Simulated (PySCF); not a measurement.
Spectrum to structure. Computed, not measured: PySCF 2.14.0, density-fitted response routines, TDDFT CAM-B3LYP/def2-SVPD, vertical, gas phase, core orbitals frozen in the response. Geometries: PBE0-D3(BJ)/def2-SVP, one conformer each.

```
state  ν̃ (cm⁻¹)       f  main configurations (H = HOMO, L = LUMO)
   S1      55490   0.042                    H→L (79%), H→L+1 (17%)
   S2      57970  0.0013                               H→L+2 (92%)
   S3      59290   0.039                               H→L+3 (90%)
   S4      60810   0.027       H→L+1 (66%), H→L (13%), H→L+4 (13%)
   S5      64430   0.031      H→L+4 (58%), H→L+8 (12%), H→L+6 (8%)
   S6      67560   0.022                H-1→L (78%), H-1→L+3 (11%)
   S7      67770   0.017    H→L+5 (40%), H→L+9 (25%), H→L+10 (14%)
   S8      68310  0.0090     H→L+6 (57%), H→L+4 (16%), H→L+8 (10%)
   S9      68700  0.0004    H→L+5 (48%), H→L+9 (35%), H→L+10 (11%)
  S10      70370   0.023              H-1→L+1 (75%), H-1→L+3 (10%)
```

Triplets computed (Tamm–Dancoff): 6.65, 7.09, 7.17, 7.36 eV.

Question: Which structure fits? All have the formula C6H11N.
A. `CC(C)=NC1CC1`
B. `N=C1CCCCC1`
C. `C1CC(N2CC2)C1`

Answer: C. Its S1, at 6.88 eV, is the highest among the candidates; the nearest of the others has S1 at 5.45 eV. S1 is HOMO→LUMO (79%), HOMO→LUMO+1 (17%). Löwdin shares by element: HOMO nitrogen 52%, carbon 30% or more (atoms not listed hold the other 18%); LUMO carbon 26% or more, hydrogen 11% or more (atoms not listed hold the other 62%). At the same level the other candidates give, for their lowest levels:
- `CC(C)=NC1CC1`: 5.31 eV (f 0.003); 6.79 eV (f 0.502); 7.00 eV (f 0.002); 7.06 eV (f 0.049); 7.57 eV (f 0.004); HOMO -8.34, LUMO 1.29 eV
- `N=C1CCCCC1`: 5.45 eV (f 0.002); 7.20 eV (f 0.031); 7.81 eV (f 0.244); 7.97 eV (f 0.021); 8.12 eV (f 0.004); T1 4.69 eV; HOMO -8.70, LUMO 0.93 eV

Shape of the structure used: `[CH2:1]1[CH2:2][CH:3]([N:4]2[CH2:5][CH2:6]2)[CH2:7]1`: C2–C3–N4–C5 93°.
